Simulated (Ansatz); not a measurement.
Basis sets compared for Ga₁₁N₁₀H₂₈⁻, a nanocrystal cut from wurtzite GaN (hydrogen-capped). Charge -1, multiplicity 1. Geometry PBE-D4/def2-SVP. Ansatz on 4 threads of AMD EPYC 7R13 on a shared host and a share (37 GiB) of an NVIDIA H100 80GB HBM3; times are rough, and most runs start from earlier orbitals.

Cartesian coordinates in Å:
```
Ga -0.290 3.476 -1.998
N 1.164 2.236 -1.242
Ga 0.421 2.437 2.299
N 1.844 1.129 3.077
Ga -2.199 2.349 0.514
N -1.899 2.449 -1.460
N -0.633 1.239 1.152
Ga 0.403 0.642 -0.355
Ga 1.902 -0.710 2.289
N 1.930 -0.469 0.328
Ga -2.109 0.689 -2.386
N -0.545 -0.381 -1.680
Ga 0.593 -0.733 -3.242
Ga 1.987 -2.281 -0.457
N 2.016 -2.027 -2.442
Ga -1.373 -0.270 2.115
N 0.141 -1.475 2.630
N -2.322 -1.315 0.680
Ga -1.280 -1.996 -0.902
Ga -0.044 -3.342 1.910
N 0.224 -3.010 -0.053
H -0.149 4.835 -1.179
H -0.074 3.462 -3.576
H 1.722 2.779 -0.568
H 1.770 1.947 -2.024
H 1.350 3.421 1.439
H -0.347 2.946 3.594
H 2.771 1.570 2.996
H 1.686 1.050 4.092
H -2.083 3.802 1.167
H -3.527 1.484 0.787
H -2.698 3.007 -1.804
H 3.159 -1.488 2.870
H 2.816 0.000 0.087
H -1.925 0.867 -3.963
H -3.446 -0.019 -1.841
H 1.505 0.533 -3.613
H -0.099 -1.613 -4.371
H 3.249 -3.143 -0.022
H 2.950 -1.708 -2.738
H 1.905 -2.946 -2.895
H -2.295 -0.019 3.380
H 0.056 -1.598 3.651
H -3.048 -0.684 0.297
H -2.823 -2.103 1.115
H -2.134 -2.983 -1.801
H 1.144 -4.251 2.467
H -1.553 -3.831 2.143
H 0.184 -3.954 -0.468
```

The 6-31G sets use Cartesian d functions. B3LYP takes the VWN-RPA correlation. Single mean-field runs in 6-31G, def2-SVP, def2-TZVP are fitted with def2-universal-jkfit.

```
           level  functions  energy (Eh)  HOMO (eV)  LUMO (eV)  wall time
 PBE-D4/def2-SVP        632  -21731.5753      -2.83       1.74      4.2 s
  B3LYP-D4/6-31G        465  -21735.4968      -3.84       1.89      4.3 s
PBE0-D4/def2-SVP        632  -21732.0861      -4.05       2.56      5.5 s
```

(1) Estimate the rows for PBE-D4/def2-TZVP (with forces), B3LYP-D4/def2-TZVP, PBE0-D4/def2-TZVP.

## Answers

(1) 
| level | functions | energy (Eh) | HOMO (eV) | LUMO (eV) | wall time |
| --- | --- | --- | --- | --- | --- |
| PBE-D4/def2-TZVP (with forces) | 1006 | -21734.9251 | -2.97 | 1.31 | 8 s |
| B3LYP-D4/def2-TZVP | 1006 | -21739.4689 | -3.96 | 1.83 | 8.1 s |
| PBE0-D4/def2-TZVP | 1006 | -21735.4141 | -4.15 | 2.09 | 8.5 s |
